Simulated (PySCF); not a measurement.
**BeSb: a base run and its variants**

Base input, run as `python input.py` with PySCF 2.14:

```python
from pyscf import gto, dft

mol = gto.M(
    atom='Be 0 0 0; Sb 0 0 2.325',
    basis='sbkjc',
    ecp={'Be': 'sbkjc', 'Sb': 'sbkjc'},
    charge=0,
    spin=3,
    symmetry=True,
    verbose=4,
)
mf = dft.UKS(mol, xc='camb3lyp')
mf.kernel()
mf.dip_moment()
print('orbital energies (hartree):', [e[max(0, n-3):n+3].round(4) for e, n in zip(mf.mo_energy, mol.nelec)])
```

Base result: E(SCF) = -6.413462 Eh, 9 cycles, ⟨S²⟩ = 3.755, μz(SCF) = -0.13 D. The bond length is a typed value, not an optimised one. No search for the lowest solution was made.

Wall time 2.3 s on one thread of a shared host.

Each row names what differs from the base; energies in brackets are changes from the base.

| change | result |
| --- | --- |
| length unit: angstrom → bohr [unsound on purpose] | E(SCF) = -5.480708 Eh (+25.3815 eV), 9 cycles, ⟨S²⟩ = 3.752, μz(SCF) = 1.84 D |
| functional: camb3lyp → hcth407 | E(SCF) = -6.497467 Eh, 13 cycles, ⟨S²⟩ = 3.756, μz(SCF) = 0.47 D |
| charge: 0 → -1; spin (2S): 3 → 4 [no diffuse functions for the anion] | not converged: SCF after 50 cycles |
| functional: camb3lyp → hse06 | E(SCF) = -6.441694 Eh, 8 cycles, ⟨S²⟩ = 3.754, μz(SCF) = 0.03 D |
| geometry: bond 2.325 → bond 1.86 | E(SCF) = -6.330385 Eh (+2.2606 eV), 9 cycles, ⟨S²⟩ = 3.751, μz(SCF) = 0.90 D |
| smearing width (hartree): none → 0.05 [smearing does not keep the typed spin] | E(SCF) = -6.245862 Eh (+4.5606 eV), 13 cycles, μz(SCF) = -1.29 D |
| geometry: bond 2.325 → bond 3.488 | E(SCF) = -6.390702 Eh (+0.6193 eV), 10 cycles, ⟨S²⟩ = 3.818, μz(SCF) = -0.36 D |
| step after the SCF: none → mp2; SCF type: UKS → UHF; functional: camb3lyp → none (Hartree–Fock); frozen orbitals: default → 0 | E(SCF) = -6.270304 Eh, 10 cycles, E(MP2) − E(SCF) = -0.02434 Eh, ⟨S²⟩ = 3.762, μz(SCF) = -0.65 D |
| step after the SCF: none → tda; number of roots: default → 5 | E(SCF) = -6.413462 Eh (+0.0000 eV), 9 cycles, ⟨S²⟩ = 3.755, μz(SCF) = -0.13 D, first excitations without spin–orbit coupling 1.94, 1.94, 2.66, 2.66, 3.98 eV |
| step after the SCF: none → frequency; SCF type: UKS → UHF; functional: camb3lyp → none (Hartree–Fock) [not at a minimum] | E(SCF) = -6.270304 Eh, 10 cycles, ⟨S²⟩ = 3.762, μz(SCF) = -0.65 D, wavenumbers 555 cm⁻¹ |
| geometry: bond 2.325 → bond 2.046 | E(SCF) = -6.384758 Eh (+0.7811 eV), 9 cycles, ⟨S²⟩ = 3.752, μz(SCF) = 0.48 D |
| functional: camb3lyp → m11 | stops with KeyError ("LibXCFunctional: name 'M11' not found.") |
| electric field along z (a.u.): none → -0.01; point-group symmetry: on → off | E(SCF) = -6.418128 Eh (-0.1270 eV), 9 cycles, ⟨S²⟩ = 3.755, μz(SCF) = -2.20 D |
| density fitting: none → cc-pvdz-jkfit [unsound on purpose] | stops with BasisNotFoundError (Basis set not found for Be in cc-pvdz-jkfit) |
| integration grid: default → (99, 590) | E(SCF) = -6.413462 Eh (+0.0000 eV), 9 cycles, ⟨S²⟩ = 3.755, μz(SCF) = -0.13 D |
| step after the SCF: none → casci; SCF type: UKS → ROHF; functional: camb3lyp → none (Hartree–Fock); active space: default → 9 electrons in 8 orbitals | stops with AssertionError after the SCF |

Order these changes by how far they move the SCF energy from the base, largest first: (1) electric field along z (a.u.): none → -0.01; point-group symmetry: on → off; (2) geometry: bond 2.325 → bond 1.86; (3) geometry: bond 2.325 → bond 2.046; (4) geometry: bond 2.325 → bond 3.488.

(2) +2.2606 eV, (3) +0.7811 eV, (4) +0.6193 eV, (1) -0.1270 eV.
